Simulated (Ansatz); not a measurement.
Calculated with Ansatz (gas phase, PBE0-D4/def2-TZVP geometries, no zero-point term in ΔE). CCSD(T)/CBS adds triple-zeta CCSD(T) − MP2 to the extrapolated MP2 energy (def2 sets, frozen cores). This one scheme is used for every species. DFT in def2-TZVPP. B3LYP here is the variant with VWN-RPA as its local correlation; programs differ in this. Elements past krypton have def2 core potentials. For Ge, Te outer-core shells are correlated without core-valence functions, which leaves a few kJ/mol of doubt a bond. Scalar relativity is left out up to krypton. Each species was taken in one conformer, which may not be the lowest.

Reaction (cleavage of the Ge–Si bond): `N[SiH2][GeH2][OH]` + H₂Te → `[OH][GeH2][TeH]` + `N[SiH3]`

Problem. Is it downhill or uphill in electronic energy at CCSD(T)/CBS, and by how much? (An estimate is asked.)

Solution. The calculation gave: Downhill: ΔE = -60.1 kJ/mol.

Problem. What do these levels give: B3LYP-D4, r2SCANh-D4, BHLYP-D4, ωB97X-V, ωB97M-V, r2SCAN0, BHLYP, CAM-B3LYP, CCSD/def2-TZVPP, CCSD(T)/def2-TZVPP, HF/CBS(def2), MP2/CBS(def2)? (An estimate is asked.)

Solution. Ansatz gave: B3LYP-D4 -57.1, r2SCANh-D4 -59.2, BHLYP-D4 -61.3, ωB97X-V -55.2, ωB97M-V -57.1, r2SCAN0 -60.9, BHLYP -62.2, CAM-B3LYP -56.1, CCSD/def2-TZVPP -56.3, CCSD(T)/def2-TZVPP -56.4, HF/CBS(def2) -70.5, MP2/CBS(def2) -70.3 kJ/mol.

Largest T1 diagnostic among the species: 0.011.

From BLYP to BHLYP (50 % exact exchange), in def2-TZVPP and without D4, ΔE moves by −3.3 kJ/mol. Leaving LDA and LC-ωPBE aside and taking each functional with its dispersion term where it has one, the values, not all of them listed here, spread over 12.6 kJ/mol, from B2PLYP to B97M-V. LDA lies +6.7 kJ/mol from PBE without D4.
